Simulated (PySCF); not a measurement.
How methods differ on the ionisation energy of Dy²⁺

Dy²⁺ [Xe] 4f10 [4f5/2^6 4f7/2^4, M_J = 8] → Dy³⁺ [Xe] 4f9 [4f5/2^6 4f7/2^3, M_J = 15/2], as a difference of total energies. Calculation: PySCF 2.14, in x2c-TZVPPall-2c (11s11p10d4f2g, 140 functions); the two-component X2C-1e Hamiltonian. Correlated levels: [Ar] 3d10 frozen; the 18 highest virtual spinors dropped. "Screened" scales the spin-orbit matrix elements by Boettger's factors to mimic the two-electron term; Breit and QED terms are absent.

```tsv
method	ionisation energy (eV)
GHF (spin-free)	18.743
GMP2 (spin-free)	23.371
GHF (screened spin-orbit)	18.726
GMP2 (screened spin-orbit)	23.359
```

Q: How much does correlation contribute at GMP2 (screened spin-orbit)?

A: 23.359 − (18.726) = 4.633 eV, measured against GHF (screened spin-orbit).

The spin-free rows relax to the high-spin LS determinant and lack the spin-orbit shift.

The labels give the starting determinants; with spin-orbit coupling the two ends relaxed to ⟨J²⟩ = 72.01, ⟨L²⟩ = 42.75, ⟨S²⟩ = 5.90 and ⟨J²⟩ = 63.77, ⟨L²⟩ = 30.66, ⟨S²⟩ = 8.60.

For comparison: 22.89 ± 0.03 eV (semi-empirical (NIST evaluation); NIST Atomic Spectra Database, ionization energies).
